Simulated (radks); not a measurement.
Question: The lutetium ion Lu11+ is in [Kr] 4d10 4f10 5s2 5p2. Method: scalar-relativistic Kohn-Sham, LDA (Slater exchange, Perdew-Wang correlation), spin-polarised, spherical densities, finite nucleus; Fermi nuclear charge, rms radius of each element as measured or else 0.836 A^(1/3) + 0.57 fm; computed with a radial shooting solver on a logarithmic mesh with Libxc functionals. Open shells are filled with parallel spins first. One electron is removed from 4f, 5s, 5p, 4d in turn, with full relaxation. Which removal costs least, and what does each cost?

Answer: 5p 219.39 eV; 4f 235.24 eV; 5s 253.76 eV; 4d 423.23 eV. The 5p electron leaves first.
